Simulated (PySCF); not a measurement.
C6H18BN3, SMILES CN(C)B(N(C)C)N(C)C.

Coordinates come from a PBE0-D3(BJ)/def2-SVP optimisation. The isomer is the one that the SMILES or the coordinates give; other isomers of the formula were not compared. One conformer was computed; it need not be the lowest.

Calculation: CAM-B3LYP/def2-SVP run with PySCF.

Symmetry labels are those of the subgroup C2 that the program uses (full group D3).

List the valence orbital energies around the gap with their symmetry. (Estimate from the structure and the level; the computed values follow.)


```json
[
 {"orbital": "HOMO−7", "symmetry": "A", "energy (eV)": "-11.48"},
 {"orbital": "HOMO−6", "symmetry": "B", "energy (eV)": "-11.48"},
 {"orbital": "HOMO−5", "symmetry": "B", "energy (eV)": "-11.43"},
 {"orbital": "HOMO−4", "symmetry": "B", "energy (eV)": "-11.13"},
 {"orbital": "HOMO−3", "symmetry": "A", "energy (eV)": "-11.13"},
 {"orbital": "HOMO−2", "symmetry": "B", "energy (eV)": "-8.46"},
 {"orbital": "HOMO−1", "symmetry": "A", "energy (eV)": "-7.06"},
 {"orbital": "HOMO", "symmetry": "B", "energy (eV)": "-7.06"},
 {"orbital": "LUMO", "symmetry": "A", "energy (eV)": "2.34"},
 {"orbital": "LUMO+1", "symmetry": "B", "energy (eV)": "3.15"},
 {"orbital": "LUMO+2", "symmetry": "A", "energy (eV)": "3.17"},
 {"orbital": "LUMO+3", "symmetry": "B", "energy (eV)": "3.17"}
]
```
